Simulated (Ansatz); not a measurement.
Coupled-cluster diagnostics for the cluster Bi₃S₃⁺, Ansatz.

Geometry of the singlet (PBE-D4/def2-SVP):

Cartesian coordinates in Å:
```
Bi 0.316 -1.651 -1.202
Bi 0.955 -1.268 1.792
Bi -0.559 1.322 1.521
S 1.077 0.768 -1.817
S -1.466 -1.162 0.664
S -0.323 1.991 -0.958
```

In the def2 sets Bi takes a core potential; there is no spin–orbit coupling. Correlated methods freeze 27 core orbitals; core or outer-core shells of Bi are correlated, in sets that lack core-valence functions. Another isomer (singlet) lies 0.73 eV lower at PBE0-D4/def2-TZVP; other spin states weren't run for this one.

Task: Estimate the CCSD(T) correlation energy, the shares of MP2 and (T), T1 and the reference's ⟨S²⟩ for: charge 1, singlet, own geometry in def2-SVP; and the rough time on 4 threads of Arm Neoverse N1 on a shared host.

Result: 
| state | basis | correlation (eV) | MP2 share (%) | (T) share (%) | T1 | ⟨S²⟩ (pure) | wall time | remarks |
| --- | --- | --- | --- | --- | --- | --- | --- | --- |
| charge 1, singlet, own geometry | def2-SVP | -21.634 | 90.4 | 5.4 | 0.021 | 0.00 (0.00) | 56 s | large T1, restricted SCF unstable |
Customary marks for T1 are 0.02 (closed shells), 0.045 (open shells) and about 0.05 (3d metals). T1 exceeds 0.02 in 1 of 1 rows and 0.045 in 0; the higher it lies, the less the single-reference result can be trusted.
